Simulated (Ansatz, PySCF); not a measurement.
This Ansatz (a quantum-chemistry and plane-wave program) input computes a B3LYP/def2-TZVPD energy:

Ansatz 0.2 input:
```yaml
crystal:
  periodic: [false, false, false]
  atoms:
    - {symbol: Sn, position_ang: [-0.00583426, 0.00539243, 0.72574057]}
    - {symbol: Br, position_ang: [1.12083403, 1.80478161, -0.52284777]}
    - {symbol: Br, position_ang: [-1.11249936, -1.81248508, -0.51392447]}
basis:
  gaussian:
    orbitals: def2-TZVPD
hamiltonian:
  xc: {name: B3LYP}
total_charge: 1
magnetization: {spin_polarized: true, initial_magnetization: 1}
output: {forces: true}
```

### Question
Write an input for the same energy in PySCF and say what it gives.

### Answer

```python
from pyscf import gto, scf, dft

mol = gto.M(
    atom='''
    Sn   -0.00583426    0.00539243    0.72574057
    Br    1.12083403    1.80478161   -0.52284777
    Br   -1.11249936   -1.81248508   -0.51392447
    ''',
    basis='def2-tzvpd',
    ecp='def2-tzvp',
    charge=1,
    spin=1,
    verbose=4,
)

mf = dft.UKS(mol, xc='b3lyp').density_fit(auxbasis='def2-universal-jkfit')
mf.grids.level = 3
mf.conv_tol = 1e-9
mf.max_cycle = 100
mf.max_memory = 1500
mf.kernel()
if not mf.converged:
    mf = mf.newton()
    mf.kernel(mf.make_rdm1())
for _ in range(2):
    mo, _, stable, _ = mf.stability(return_status=True)
    if stable:
        break
    mf.kernel(mf.make_rdm1(mo, mf.mo_occ))
mf.analyze()
```
It gives -5362.51874 Eh, and Ansatz -5362.51875 Eh, a difference of 0.01 mEh.
